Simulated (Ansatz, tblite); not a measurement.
Removing and adding an electron: Ge(GeH3)H3 (Ge2H6). The state is a singlet with charge 0. Geometry: PBE0-D4/def2-TZVP. Ansatz, gas phase; energy differences of separate SCF runs; the oxidised species was run as a doublet alone; the reduced species was run as a doublet alone.

Cartesian coordinates in Å:
```
Ge 0.722 0.869 0.434
Ge -0.722 -0.869 -0.434
H -0.134 -2.255 -0.127
H -0.871 -0.726 -1.957
H -2.116 -0.776 0.206
H 2.141 0.719 -0.135
H 0.797 0.784 1.967
H 0.182 2.254 0.047
```

The xTB rows come from tblite.

| level | −HOMO (eV) | vertical IE (eV) | −LUMO (eV) | vertical EA (eV) | HOMO–LUMO gap (eV) | IE − EA (eV) | remarks |
| --- | --- | --- | --- | --- | --- | --- | --- |
| GFN2-xTB | 10.83 | 13.78 | 4.55 | 1.42 | 6.28 | 12.36 | – |
| PBE-D4/def2-TZVPD | 7.12 | – | 0.75 | -0.92 | 6.37 | – | HOMO above zero (-1 doublet) |
| r2SCAN-D4/def2-TZVP | 7.40 | 10.23 | 0.11 | – | 7.29 | – | – |
| r2SCAN-D4/def2-TZVPD | 7.38 | – | 0.24 | -1.09 | 7.15 | – | HOMO above zero (-1 doublet) |

Q: Estimate the rows for GFN1-xTB, PBE-D4/def2-TZVP, PBE0-D4/def2-TZVP, PBE0-D4/def2-TZVPD.

A: 
```csv
level,−HOMO (eV),vertical IE (eV),−LUMO (eV),vertical EA (eV),HOMO–LUMO gap (eV),IE − EA (eV),remarks
GFN1-xTB,11.95,14.26,7.96,4.65,3.98,9.61,–
PBE-D4/def2-TZVP,7.12,10.15,0.49,–,6.63,–,–
PBE0-D4/def2-TZVP,8.20,10.29,-0.38,–,8.58,–,–
PBE0-D4/def2-TZVPD,8.19,–,0.00,-1.11,8.19,–,HOMO above zero (-1 doublet)
```

   A HOMO above zero means that the electron is unbound at that level or that self-interaction error raises the level; the energy of removing that electron tells which. Raw xTB energy differences between charge states are shifted by several eV; the methods need an empirical correction for them. A negative affinity means that the extra electron isn't bound; its size then hangs on the basis.
